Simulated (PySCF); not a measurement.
## Electron correlation in Be (beryllium, neutral)

[He] 2s2, closed-shell 1S. Computed with PySCF 2.14 in pcseg-2 (4s2p1d, 15 functions), with no relativity, point nucleus. Frozen: 1s2; 2 electrons correlated.

Total MP2 correlation energy: -23.96 mhartree.

Same-spin part 0.00 and opposite-spin part -23.96 mhartree; SCS-MP2 scales them by 1/3 and 6/5 to -28.75 mhartree.

With two correlated electrons CCSD is exact within the correlated space (frozen core and kept virtual orbitals).

```
level  correlation energy (mhartree)
 CCSD                         -42.20
```

Diagnostics: T1 = 0.019, D1 = 0.0267, largest double amplitude 0.143.

Cost of the coupled-cluster step: 0.04 s of wall time on 1 thread of Neoverse-V2 (shared host), for 2 correlated electrons.

Iterations:

```
CC2 = 0
CCSD nocc = 1, nmo = 14
frozen orbitals [0]
max_cycle = 100
direct = 0
conv_tol = 1e-08
conv_tol_normt = 1e-06
diis_space = 8
diis_start_cycle = 0
Init t2, MP2 energy = -14.5941359062329  E_corr(MP2) -0.0239601327558818
Init E_corr(CCSD) = -0.0239601327567076
cycle = 1  E_corr(CCSD) = -0.0327179831980912  dE = -0.00875785044  norm(t1,t2) = 0.0672694
cycle = 2  E_corr(CCSD) = -0.0370029487126193  dE = -0.00428496551  norm(t1,t2) = 0.0367526
cycle = 3  E_corr(CCSD) = -0.042255298590226  dE = -0.00525234988  norm(t1,t2) = 0.0206862
cycle = 4  E_corr(CCSD) = -0.0421684849797326  dE = 8.68136105e-05  norm(t1,t2) = 0.000719235
cycle = 5  E_corr(CCSD) = -0.0422308841639351  dE = -6.23991842e-05  norm(t1,t2) = 0.000203581
cycle = 6  E_corr(CCSD) = -0.0422011555019827  dE = 2.9728662e-05  norm(t1,t2) = 0.000118985
cycle = 7  E_corr(CCSD) = -0.0422029748435077  dE = -1.81934152e-06  norm(t1,t2) = 7.04527e-06
cycle = 8  E_corr(CCSD) = -0.0422027434628724  dE = 2.31380635e-07  norm(t1,t2) = 1.58688e-06
cycle = 9  E_corr(CCSD) = -0.0422027287748628  dE = 1.46880097e-08  norm(t1,t2) = 1.47853e-07
cycle = 10  E_corr(CCSD) = -0.0422027035250345  dE = 2.52498283e-08  norm(t1,t2) = 8.37743e-08
cycle = 11  E_corr(CCSD) = -0.0422027096159755  dE = -6.09094106e-09  norm(t1,t2) = 3.32128e-08
CCSD converged
E(CCSD) = -14.61237848309295  E_corr = -0.04220270961597553
```
